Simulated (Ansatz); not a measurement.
CH$_{5}$AlSe (`C[Se][AlH2]`). Total charge 0; spin multiplicity 1. All single points use the PBE0-D4/def2-TZVP geometry.

```xyz
8

C     1.445   -0.050    0.028
Se    0.121    1.146   -0.794
Al   -1.804    0.116   -0.072
H     2.068    0.542    0.694
H     2.052   -0.481   -0.765
H     0.949   -0.840    0.587
H    -1.643   -1.179    0.827
H    -3.188    0.746   -0.504
```

(1) What is the dipole moment at ωB97M-V/def2-TZVPP? (Estimate.)

(2) And with PBE, r2SCAN, B3LYP? (An estimate is asked.)

(3) Give the Mulliken charges with ωB97M-V, B3LYP, r2SCAN in def2-TZVPP. (An estimate is asked.)

Answers

(1) The calculation gave: 1.33 D, with components (0.59, -0.98, 0.67) D in this frame, pointing from negative to positive charge.

(2) Computed: PBE 1.35 D, r2SCAN 1.43 D, B3LYP 1.33 D.

(3) The calculation gave: 
| atom | ωB97M-V | B3LYP | r2SCAN |
| --- | --- | --- | --- |
| C1 | -0.39 | -0.34 | -0.22 |
| Se2 | -0.13 | -0.13 | -0.16 |
| Al3 | 0.31 | 0.35 | 0.41 |
| H4 | 0.15 | 0.13 | 0.10 |
| H5 | 0.15 | 0.13 | 0.10 |
| H6 | 0.14 | 0.13 | 0.10 |
| H7 | -0.12 | -0.14 | -0.17 |
| H8 | -0.10 | -0.13 | -0.15 |

B3LYP here is the variant with VWN-RPA as its local correlation; programs differ in this.
